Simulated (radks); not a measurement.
Problem. N I, 7 electrons, occupied as [He] 2s2 2p3. All-electron calculation, scalar-relativistic Kohn-Sham, PBE, spin-unpolarised, spherical densities, point nucleus. Program: a radial shooting solver on a logarithmic mesh with Libxc functionals. Some entries of the table are withheld. Estimate them.

orbital,occ.,eigenvalue (eV),r(max) (bohr)
1s,2,(1),(2)
2s,2,(3),(4)
2p,3,(5),(6)

Solution. 
(1) 1s eigenvalue (eV): -384.7207
(2) 1s r(max) (bohr): 0.1482
(3) 2s eigenvalue (eV): -18.5828
(4) 2s r(max) (bohr): 1.013
(5) 2p eigenvalue (eV): -7.0899
(6) 2p r(max) (bohr): 0.9739
